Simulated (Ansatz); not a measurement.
F₃H₃OSiSn (`[F][Sn]([F])([F])[O][SiH3]`), relaxed with RKS PBE-D4/def2-SVP in Ansatz from a rough embedded geometry. The force threshold is 0.03 eV/Å; the program also tests the step.

The species carries charge 0 and has multiplicity 1. Sn takes the def2 core potential.

Start:

```xyz
9

F    -2.511    1.417   -1.614
Sn   -1.217    0.713   -0.246
F    -0.484    2.179    0.806
F    -2.155   -0.437    0.911
O     0.237   -0.236   -1.165
Si    1.303   -0.792    0.081
H     0.556   -1.690    0.952
H     1.820    0.381    0.829
H     2.451   -1.535   -0.554
```

(1) By how much does the energy fall, and how many steps does the optimiser take? (An estimate is asked.)

(2) Which bonds change most? (Best estimate.)

(3) Give the relaxed structure. (Estimate.)

Answers

(1) The calculation gave: 7.81 kcal/mol, in 6 steps.

(2) The calculation gave: F1–Sn2 from 2.010 to 1.930 Å; Sn2–F4 from 1.882 to 1.935 Å; Si6–H7 from 1.457 to 1.504 Å; O5–Si6 from 1.731 to 1.699 Å.

(3) The calculation gave: 
```xyz
9

F    -2.369    1.356   -1.793
Sn   -1.374    0.822   -0.228
F    -0.902    2.416    0.762
F    -2.543   -0.235    0.896
O     0.208   -0.187   -0.794
Si    1.468   -0.887    0.107
H     0.930   -1.925    1.054
H     2.203    0.161    0.895
H     2.379   -1.521   -0.900
```
